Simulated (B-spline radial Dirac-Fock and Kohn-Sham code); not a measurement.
Photoelectron lines of Zn⁸⁺ at Cu Kα (8047.8 eV)

System: Zn⁸⁺, [Ar] 3d4.

The computed values come from an atomic code on a B-spline grid: a relativistic central-field model (Hartree-Slater potential of the initial state, Latter tail, multipole expansion of the photon field, Dirac-Fock thresholds). The asymmetry parameter β is from the dipole term alone. Kinetic energies are from the vacuum level. Open shells are spread statistically over j, without multiplet splitting.

The last column is dσ/dΩ = σ/(4π) · [1 + β P₂(cos θ)] at θ = 0° from the polarisation vector of linearly polarised light.

| subshell | electrons | binding (eV) | kinetic (eV) | σ (kb) | β | dσ/dΩ (kb/sr) |
| --- | --- | --- | --- | --- | --- | --- |
| L1 (2s) | 2 | 1421.6 | 6626.2 | 2.77 | 2.00 | 0.660 |
| L2 (2p1/2) | 2 | 1266.9 | 6780.9 | 0.904 | 1.00 | 0.144 |
| L3 (2p3/2) | 4 | 1243.5 | 6804.3 | 1.66 | 1.00 | 0.263 |
| M1 (3s) | 2 | 336.0 | 7711.8 | 0.465 | 2.00 | 0.111 |
| M2 (3p1/2) | 2 | 282.8 | 7765.0 | 0.140 | 0.93 | 0.0216 |
| M3 (3p3/2) | 4 | 279.1 | 7768.7 | 0.258 | 0.93 | 0.0397 |
| M4 (3d3/2) | 1.6 | 201.3 | 7846.5 | 0.00413 | 0.41 | 0.000462 |
| M5 (3d5/2) | 2.4 | 200.7 | 7847.1 | 0.00591 | 0.41 | 0.000662 |

Branching ratios of the spin-orbit partners (statistical value in brackets): 2p 1.83 (2.00), 3p 1.84 (2.00), 3d 1.43 (1.50).
